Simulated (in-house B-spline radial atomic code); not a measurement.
How numerical settings move a run on Sm II (Sm+), [Xe] 4f6 6s1. Computed with a B-spline radial code for spherical atoms: scalar-relativistic (X2C) wB97X, spherical fractional occupations, Fermi nucleus of rms radius 5.0819 fm.

Command:
```bash
python run_scf.py task.json out
```
Settings of the sound reference run:
```
Z                62
electrons        61
configuration    [Xe] 4f6 6s1
hamiltonian      x2c
method           wb97x
spin_polarised   False
nucleus          fermi
rms_radius       5.0819
mass_number      152
atomic_mass      151.9197
speed_of_light   137.036
knot_spacing     0.22
spline_order     8
gauss_points     12
box_radius       35.29
max_iterations   70
damping          0.5
damped_steps     3
diis_vectors     10
tolerance        1e-08
start            Thomas-Fermi
```

Time taken, with all properties: 0.89 s on 1 thread of Intel(R) Xeon(R) 6975P-C (shared host).

It converges in 12 iterations to -10425.954987 hartree, with 4f at -7.95645 eV. The other runs change the listed settings, some to values that make no sense; their results aren't properties of the atom or ion. Radii are in bohr (the nuclear one in fm), a minus after a letter asks for a j subshell, and «unchanged» means within 1e-8 hartree. The run stops when the residual is below 10 × tolerance × max(1, Z/10), or a noise floor if that is larger, and the energy moves by less than 1e-8 × √|E| hartree; so very loose and very tight tolerances often act alike.

```tsv
changed settings	outcome
spline_order = 6	converged in 12 iterations, energy +5.09e-05 hartree from the reference, 4f level -2.8e-05 eV
spline_order = 7	converged in 12 iterations, energy +2.95e-05 hartree from the reference, 4f level +2.8e-04 eV
electrons = 64, configuration = [Xe] 4f6 6s1 7s3, max_iterations = 100	stopped with error: shell 7s holds at most 2 electrons
max_iterations = 8	not converged after 8 iterations, last residual 7.3e-04, last energy +4.33e-05 hartree from the reference
box_radius = 10.59, max_iterations = 60, tolerance = 1e-13, start = bare nucleus	converged in 15 iterations, energy +3.35e-04 hartree from the reference, 4f level +2.4e-02 eV (the program warns: 4f reaches the box edge; 6s reaches the box edge)
damped_steps = 1	converged in 13 iterations, energy unchanged, 4f level +1.3e-05 eV
damped_steps = 30	converged in 28 iterations, energy unchanged, 4f level +5.1e-05 eV
max_iterations = 3	not converged after 3 iterations, last residual 1.6e-01, last energy +7.91e-01 hartree from the reference
gauss_points = 16, max_iterations = 60, start = bare nucleus	converged in 14 iterations, energy +2.07e-07 hartree from the reference, 4f level -4.1e-05 eV
spline_order = 3	converged in 12 iterations, energy +3.54e-01 hartree from the reference, 4f level -5.4e-02 eV
spline_order = 5	converged in 12 iterations, energy +2.22e-04 hartree from the reference, 4f level +1.4e-04 eV
max_iterations = 12	converged in 12 iterations, energy unchanged
spline_order = 10	converged in 12 iterations, energy +2.19e-05 hartree from the reference, 4f level +2.5e-04 eV
hamiltonian = dirac, method = hf, spin_polarised = True	stopped with error: spin polarisation is not served with the Dirac Hamiltonian
```

Q: What happens with gauss_points = 5, box_radius = 10.59, max_iterations = 75, damped_steps = 0, diis_vectors = 20?

A: Converged in 12 iterations, energy +3.30e-04 hartree from the reference, 4f level +2.4e-02 eV (the program warns: 4f reaches the box edge; 6s reaches the box edge).

Q: What happens with knot_spacing = 0.55, spline_order = 6, box_radius = 2.12, max_iterations = 5?

A: Not converged after 5 iterations, last residual 3.2e-03, last energy +1.29e+01 hartree from the reference.

Q: What happens with electrons = 69, configuration = [Xe] 4f6 6s1 8s2 8p6, max_iterations = 100?

A: Not converged after 100 iterations, last residual 3.3e-01.

Q: What happens with spline_order = 4?

A: Converged in 12 iterations, energy +7.05e-03 hartree from the reference, 4f level -1.5e-03 eV.
